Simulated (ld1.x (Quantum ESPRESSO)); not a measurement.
# Configuration tests for lanthanum (La) (TM)

lanthanum (La), norm-conserving Troullier–Martins (Kleinman–Bylander form), made with ld1.x (Quantum ESPRESSO) 7.5 (BP86, scalar-relativistic). Core [Kr] 4d10 5s2, reference 4f0 5p6 5d1 6s2 6p0. Waves: 5p (bound): rc 1.70 bohr; 5d (bound): rc 3.90 bohr; 4f (bound, empty): rc 1.00 bohr; 6s (bound): rc 3.65 bohr. Local part: the s channel. Core correction: Bessel-smoothed model core inside 0.95 bohr.

Energies are relative to the spin-unpolarised reference configuration 4f0 5p6 5d1 6s2 6p0; without spin polarisation the order of configurations can differ from experiment.

```tsv
valence configuration	charge	ΔE all-electron (eV)	error AE − PS (meV)
4f0 5p6 5d1 6s1 6p0	+1	6.133	-1.7
4f0 5p6 5d1 6s0 6p0	+2	17.153	-20
4f0 5p6 5d0 6s0 6p0	+3	36.127	+13
4f0 5p6 5d1 6s1.5 6p0	+0.5	2.474	-0.4
4f0 5p6 5d1 6s1 6p1	0	2.420	-371
```

What are ΔE and the potential's error for 4f0 5p6 5d1.5 6s1.5 6p0?

ΔE = 0.359 eV all-electron; the error (AE − PS) is -8.3 meV.

What are ΔE and the potential's error for 4f1 5p6 5d1 6s0 6p0?

ΔE = 7.120 eV all-electron; the error (AE − PS) is -1298 meV.

Levels in the configuration 4f0 5p6 5d1 6s1 6p0:

| level | all-electron (eV) | pseudo (eV) |
| --- | --- | --- |
| 5p | -28.311 | -28.256 |
| 5d | -8.654 | -8.635 |
| 6s | -8.543 | -8.546 |

These tests converged, but a pseudo level misses the all-electron one widely, so the file describes the atom poorly there or has found another state: 4f1 5p6 5d1 6s0 6p0: 4f by 1.4 eV.
